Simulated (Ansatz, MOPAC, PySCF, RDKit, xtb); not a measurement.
Noncovalent pair: C2H4 (SMILES C=C) (first 6 atoms) with CH2O2 (SMILES O=CO); geometry from B3LYP-D3(BJ)/def2-TZVP, rigid monomers moved along the line of their centres of mass till C1···H11 is 4.13 Å.
(charge 0, multiplicity 1):
```xyz
11

C     -0.5815    -0.2437    -0.0160
C      0.6177     0.3200     0.0712
H     -0.8066    -1.1666     0.5048
H     -1.3733     0.1904    -0.6147
H      0.8555     1.2381    -0.4526
H      1.4055    -0.1268     0.6657
O      0.2704    -1.2912     5.1582
C     -0.2240    -0.3159     5.6528
O     -0.6774     0.7513     4.9866
H     -0.3698    -0.1722     6.7319
H     -0.5383     0.6031     4.0282
```

```
level                           interaction energy (meV)
------------------------------  ------------------------
MMFF94                                             -28.4
AM1                                                 -6.0
PM3                                                 -5.8
PM6                                                -11.8
GFN1-xTB                                           -11.3
HF/3-21G (no counterpoise)                         -29.3
HF/6-31G* (no counterpoise)                        -31.8
HF/aug-cc-pVDZ                                     -30.4
PBE-D4/def2-TZVPPD                                 -36.9
BP86/6-31G* (no counterpoise)                      -24.8
r2SCAN/def2-TZVPPD                                 -29.7
r2SCAN-D4/def2-TZVPPD                              -35.7
B3LYP/3-21G (no counterpoise)                      -25.8
B3LYP/6-31G*                                       -22.5
B3LYP/6-31G* (no counterpoise)                     -27.5
B3LYP-D4/def2-TZVPPD                               -31.3
PBE0-D3(BJ)/def2-TZVPPD                            -39.1
SCS-MP2/aug-cc-pVDZ                                -31.7
CCSD/aug-cc-pVDZ                                   -32.1
CCSD(T)/aug-cc-pVDZ                                -33.3
```

The rows run from -39.1 (PBE0-D3(BJ)/def2-TZVPPD) to -5.8 meV (PM3). In aug-cc-pVDZ the value moves HF -30.4, CCSD -32.1, CCSD(T) -33.3, a shift of -3.0 from HF to CCSD(T). The dispersion term adds -6.0 in r2SCAN-D4.

Interaction energies are E(AB) − E(A) − E(B) at the monomers' geometry in the complex; basis-set methods are counterpoise corrected. Rows marked so take none.

Frozen-core correlation. Rows in 3-21G, 6-31G* carry no dispersion term and start afresh at each structure (6-31G* with six Cartesian d functions). The state that AM1, PM3, PM6 reach isn't checked.

Codes used: Ansatz (Gaussian orbitals); MOPAC for AM1, PM3, PM6 (differences of heats of formation); PySCF for 3-21G rows, 6-31G* rows, the dispersion terms; RDKit for the force fields; xtb for the GFN methods. Values without a source in brackets are computed.

Ansatz is an electronic-structure program.
